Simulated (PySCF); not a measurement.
An unknown shows these calculated signals:

¹H NMR (300 MHz, computed): δ 6.56 (m, 1H), 6.45 (m, 1H), 6.38 (m, 1H), 5.69 (m, 1H), 5.58 (m, 2H), 5.14 (s, 3H), 4.61 (m, 2H).

¹³C{¹H} NMR (computed): δ 188.6 (C), 146.5 (CH2), 138.5 (CH), 127.6 (CH).

[PySCF: NMR shieldings at PBE0/pcSseg-1/GIAO; GFN2-xTB structure; isolated molecule; rapidly exchanging positions averaged; single conformer; relativity neglected]

Scale: ¹H (σref 31.72), ¹³C (σref 186.93) vs TMS (reference shieldings calculated alike).

Q: Which of these does the molecule contain: a methoxy group, a C≡C triple bond, a Si–H bond, an N-methyl group, a non-aromatic C=C double bond, a vinyl group CH=CH2?

A: 
- A methoxy group: no.
- A C≡C triple bond: no.
- A Si–H bond: yes (δH 4.61 (m)).
- An N-methyl group: no.
- A non-aromatic C=C double bond: yes.
- A vinyl group CH=CH2: yes (δC 146.5, 138.5; δH 6.38 (m), 6.56 (m), 6.45 (m)).

The data belong to `C=C[SiH2]/C(F)=C/[SiH2]O[SiH3]`, C4H11FOSi3; they needn't prove each group on their own.

Carbon signals by region: 1 in the far downfield region (above 160 ppm), 3 in the sp2 and nitrile region (100–160 ppm). Above 160 ppm: 188.6, fully substituted alkene carbon.

Splittings by ¹⁹F in the carbon and heteronuclear signals aren't shown, as no couplings were computed. Shifts are as computed. Against solution values, carbons near 30 ppm lie about +3 ppm off and those near 130 ppm about +5 ppm. Of 1309 compounds with measured shifts, 239 miss one by over three times the rms of a fit or turn the order of signals round; such compounds aren't used in these exercises. Multiplicities follow the n + 1 count of equivalent neighbours, as no J values were calculated; m marks all less simple cases, F and P coupling included.
